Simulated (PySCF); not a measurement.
Structure from 2D NMR

Compound of formula C7H12BF. Correlations simulated from computed shifts and the bond graph:

HSQC (one-bond C–H):
| δH | δC |
| --- | --- |
| 6.55 | 157.4 |
| 5.72 | 125.7 |
| 2.14 | 34.1 |
| 2.13 | 30.3 |
| 2.12 | 32.4 |
| 1.84 | 25.4 |
| 1.72 | 37.6 |
| 1.46 | 25.4 |
| 0.97 | 37.6 |
| 0.77 | 30.3 |
| 0.49 | 32.4 |

COSY cross peaks (H two or three bonds apart, from the bond graph; peaks can be absent where the dihedral angle is near 90°):
| δH | δH |
| --- | --- |
| 7.61 | 2.13 |
| 7.61 | 2.12 |
| 7.61 | 0.77 |
| 7.61 | 0.49 |
| 6.55 | 5.72 |
| 5.72 | 2.14 |
| 2.14 | 2.12 |
| 2.14 | 1.72 |
| 2.14 | 0.97 |
| 2.14 | 0.49 |
| 2.13 | 1.84 |
| 2.13 | 1.46 |
| 2.13 | 0.77 |
| 2.12 | 0.49 |
| 1.84 | 1.72 |
| 1.84 | 1.46 |
| 1.84 | 0.97 |
| 1.84 | 0.77 |
| 1.72 | 1.46 |
| 1.72 | 0.97 |
| 1.46 | 0.97 |
| 1.46 | 0.77 |

HMBC (two and three bonds, from the bond graph):
| δH | δC |
| --- | --- |
| 7.61 | 34.1, 32.4, 30.3, 25.4 |
| 6.55 | 125.7, 34.1 |
| 5.72 | 157.4, 37.6, 34.1, 32.4 |
| 2.14 | 157.4, 125.7, 37.6, 32.4, 25.4 |
| 2.13 | 37.6, 32.4, 25.4 |
| 2.12 | 125.7, 37.6, 34.1, 30.3 |
| 1.84 | 37.6, 34.1, 30.3 |
| 1.72 | 125.7, 34.1, 32.4, 30.3, 25.4 |
| 1.46 | 37.6, 34.1, 30.3 |
| 0.97 | 125.7, 34.1, 32.4, 30.3, 25.4 |
| 0.77 | 37.6, 32.4, 25.4 |
| 0.49 | 125.7, 37.6, 34.1, 30.3 |

PySCF calculation with structure optimised with PBE0-D3(BJ)/def2-SVP and shielding tensors at PBE0/pcSseg-1 (GIAO); one computed conformer, non-relativistic, gas phase.

Referencing at the same level of theory: TMS for ¹H (σ = 31.27 ppm) and ¹³C (σ = 184.41 ppm).

Exchangeable hydrogens are left out of these lists.

Q: Which molecule is this?

A: `C(/F)=C\[C@@H]1CBCCC1`.

Structure with atom numbers: `[F:1]/[CH:2]=[CH:3]/[C@@H:4]1[CH2:5][BH:6][CH2:7][CH2:8][CH2:9]1`. Each H is labelled by its parent atom. Ha(C5), Ha(C7), Ha(C8), Ha(C9) are cis to C3 on the ring; Hb(C5), Hb(C7), Hb(C8), Hb(C9) are trans to C3 on the ring.

1. δC 157.4 is C2, an alkene CH (δH 6.55).
2. δC 125.7 is C3, an alkene CH (δH 5.72).
3. δC 37.6 is C9, an sp3 CH2 in a ring (δH 0.97, 1.72).
4. δC 34.1 is C4, an allylic sp3 CH (δH 2.14).
5. δC 32.4 is C5, an sp3 CH2 bonded to B (δH 0.49, 2.12).
6. δC 30.3 is C7, an sp3 CH2 bonded to B (δH 2.13, 0.77).
7. δC 25.4 is C8, an sp3 CH2 in a ring (δH 1.46, 1.84).
8. COSY links 7.61–2.13, 7.61–2.12, 7.61–0.77, 7.61–0.49, 6.55–5.72, 5.72–2.14.

The data come from this structure; uniqueness wasn't tested.

Hydrogens on boron are broadened and split by ¹¹B (spin 3/2, 80 %) and 10B (spin 3). A carbon bonded to boron is broadened by the quadrupolar boron nucleus and is often missing from a measured spectrum. Shifts are as computed. Against solution values, carbons near 30 ppm lie about +2 ppm off and those near 130 ppm about +5 ppm. Of 1309 compounds with measured shifts, 239 miss one by over three times the rms of a fit or turn the order of signals round; such compounds aren't used in these exercises.
